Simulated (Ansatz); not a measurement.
Mulliken charges of ClH₅SiSn, SMILES `Cl[SiH2][SnH3]` from PBE/def2-TZVPP in Ansatz (PBE0-D4/def2-TZVP geometry).

| atom | x (Å) | y (Å) | z (Å) | charge (e) |
| --- | --- | --- | --- | --- |
| Cl1 | -2.312 | 1.355 | -0.316 | -0.218 |
| Si2 | -0.645 | 0.374 | -1.038 | 0.195 |
| Sn3 | 0.772 | -0.450 | 0.932 | 0.414 |
| H4 | -1.118 | -0.751 | -1.884 | -0.042 |
| H5 | 0.104 | 1.331 | -1.892 | -0.042 |
| H6 | -0.142 | -1.511 | 1.904 | -0.100 |
| H7 | 2.151 | -1.279 | 0.359 | -0.106 |
| H8 | 1.282 | 0.874 | 1.878 | -0.100 |

By hand: the dipole of these point charges (1 e Å = 4.8032 D).

Σ q r = (0.398, -0.234, -0.005) e Å, of length 0.462 e Å = 2.22 D.

How does the dipole of the full density compare? (Best estimate.)

Computed: (0.192, -0.113, -0.065) e Å, 1.11 D; the point charges give 2.00 times that, at 16° from its direction.

Point charges leave out the atoms' own dipoles, such as those of lone pairs, and Mulliken's split depends on the basis, so the two needn't agree.
